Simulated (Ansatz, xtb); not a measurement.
Isomers of C2HNSe in order of energy

5 gas-phase structures of C2HNSe, found in a search over its isomers (lower ones may exist). Each was relaxed with GFN2-xTB:

A. `[CH-]=[N+]=C=[Se]`, a singlet
B. `[Se]=C1C=N1`, a singlet
C. `N#CC=[Se]`, a singlet
D. a triplet given by its coordinates
E. `[C-]#[N+]C=[Se]`, a singlet

D (Å):

```xyz
5

C     0.1980    1.2679   -0.6831
C    -0.5938    1.6395   -1.5402
N    -1.2902    2.0737   -2.4883
Se   -2.7495    2.3206   -3.2850
H     0.8272    0.9280    0.0813
```

Close contacts (Å): C1–C2 1.22, C2–N3 1.25, N3–Se4 1.68, C1–H5 1.05.

Estimate their order in r2SCAN-D4/def2-SVP energy at these geometries, lowest first.

Calculated order at r2SCAN-D4/def2-SVP: C (0.0), E (17.9), B (28.4), D (42.0), A (42.4) kcal/mol. Less than 1 kcal/mol parts D and A, so the order within that pair means little.

Energies above the lowest of each column, in kcal/mol; the last columns are at PBE0-D3(BJ)/def2-SVP geometries and were run for some of them only (a dash: not run or not comparable):

| structure | GFN2-xTB | HF/STO-3G | r2SCAN-D4/def2-SVP | PBE0-D3(BJ)/def2-SVP |
| --- | --- | --- | --- | --- |
| C | 0.0 | 0.0 | 0.0 | 0.0 |
| E | 17.5 | 19.3 | 17.9 | 17.4 |
| B | 24.9 | 33.9 | 28.4 | – |
| D | – | 34.4 | 42.0 | – |
| A | 24.1 | 65.2 | 42.4 | – |

Every level run on C puts it lowest or level with the lowest. Some further structures that were screened fall inside this span and aren't listed. Frequencies (PBE0-D3(BJ)/def2-SVP) were run for C, E alone. GFN2-xTB has no spin polarisation and isn't compared across spin states. Open shells are spin-unrestricted, some with notable spin contamination.

Over these structures GFN2-xTB departs from r2SCAN-D4/def2-SVP by 6.4 kcal/mol on average once a common shift is removed. A GFN2-xTB relaxation took about 0.1 s and the r2SCAN-D4/def2-SVP energy about 2.4 s on a shared host (Ansatz 0.2.0, xtb 6.7.1).
